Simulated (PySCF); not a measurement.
First SCF of a structure search on singlet LiBr₂⁻, at a hand-made bent geometry. PySCF input:

```python
from pyscf import gto, scf, dft
mol = gto.M(atom='''
Li     0.000000     0.000000     0.000000
Br     2.023300     0.000000     1.416700
Br    -2.023300     0.000000     1.416700''',
    basis={'Li': 'def2-TZVPD', 'Br': 'def2-TZVPD'},
    charge=-1, spin=0)
mf = dft.RKS(mol, xc='PBE0')
mf.grids.atom_grid = (50, 194)
aux = {'Li': 'def2-universal-JKFIT', 'Br': 'def2-universal-JKFIT'}
mf = mf.density_fit(auxbasis=aux)
mf.conv_tol = 1e-08
mf.diis_space = 10
mf.max_cycle = 60
mf.init_guess = 'minao'
mf.verbose = 4
mf.kernel()
```

Excerpt of the output (cycles and frontier levels):

```
init E= -5153.06000079734
  HOMO = -0.332089931560801  LUMO = -0.0695019220744886  gap/eV = 7.14538
cycle= 1 E= -5155.38087609606  delta_E= -2.32  |g|= 0.401  |ddm|=  1.3
  HOMO = -0.0180021133576441  LUMO = 0.0934764298108632  gap/eV = 3.03349
cycle= 2 E= -5155.40057023921  delta_E= -0.0197  |g|=  0.3  |ddm|= 0.979
  HOMO = -0.0926443700960512  LUMO = 0.0881548609974914  gap/eV = 4.91980
cycle= 3 E= -5155.43159584279  delta_E= -0.031  |g|= 0.126  |ddm|= 0.455
  HOMO = -0.0853969133933804  LUMO = 0.0873975291085447  gap/eV = 4.70198
cycle= 4 E= -5155.4331362932  delta_E= -0.00154  |g|= 0.00368  |ddm|= 0.0706
  HOMO = -0.0864017754721908  LUMO = 0.0873060798577505  gap/eV = 4.72683
cycle= 5 E= -5155.43313948088  delta_E= -3.19e-06  |g|= 0.00194  |ddm|= 0.0088
  HOMO = -0.0865207972834778  LUMO = 0.0872248736740371  gap/eV = 4.72786
cycle= 6 E= -5155.43314066669  delta_E= -1.19e-06  |g|= 0.000315  |ddm|= 0.00158
  HOMO = -0.0865724498911681  LUMO = 0.0872523952814976  gap/eV = 4.73001
cycle= 7 E= -5155.43314070316  delta_E= -3.65e-08  |g|= 2.09e-05  |ddm|= 0.000551
  HOMO = -0.0865698095229858  LUMO = 0.0872523349837042  gap/eV = 4.72994
cycle= 8 E= -5155.43314070342  delta_E= -2.66e-10  |g|= 3.35e-06  |ddm|= 6.16e-05
  HOMO = -0.0865688554435879  LUMO = 0.0872529130822137  gap/eV = 4.72993
Extra cycle  E= -5155.4331407034  delta_E= 2.09e-11  |g|= 3.11e-06  |ddm|= 8.92e-06
converged SCF energy = -5155.4331407034
```

No lower solution of this spin was found by a stability analysis within the restricted form, which does not test spin polarisation.

The search for the lowest solution, with the stability check, took 5 s on 2 threads of a shared Intel Xeon Platinum 8488C (Sapphire Rapids) host, with 131 basis functions; the process peaked at 0.4 GiB.
